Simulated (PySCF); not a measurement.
PBE0 on H⁻ (hydrogen, charge -1), 1s2, closed-shell 1S. All numbers are calculated (PySCF 2.14, the non-relativistic Hamiltonian (point nucleus), in def2-TZVPPD).

```
cycle= 1 E= -0.499281544465334  delta_E= -0.000159  |g|= 0.00156  |ddm|= 0.0272
cycle= 2 E= -0.499283020711838  delta_E= -1.48e-06  |g|= 0.000237  |ddm|= 0.00431
cycle= 3 E= -0.499283045810365  delta_E= -2.51e-08  |g|= 5.69e-05  |ddm|= 0.000341
cycle= 4 E= -0.499283049428531  delta_E= -3.62e-09  |g|= 2.9e-09  |ddm|= 0.000164
cycle= 5 E= -0.499283049428531  delta_E= 3.89e-16  |g|= 1.76e-09  |ddm|= 9.1e-10
converged SCF energy = -0.499283049428531  <S^2> = -8.8817842e-16  2S+1 = 1
```

Highest occupied orbital energy: 2.644 eV; ⟨L²⟩ = 0.00; populations by l: s 2.00, p 0.00, d 0.00.

Can this result be used?

With care. Self-consistency was reached. At PBE0 the highest occupied level has a positive energy, so only the finite basis holds that electron; in a semilocal or global hybrid functional this comes from self-interaction and does not mean that the real anion is unbound.
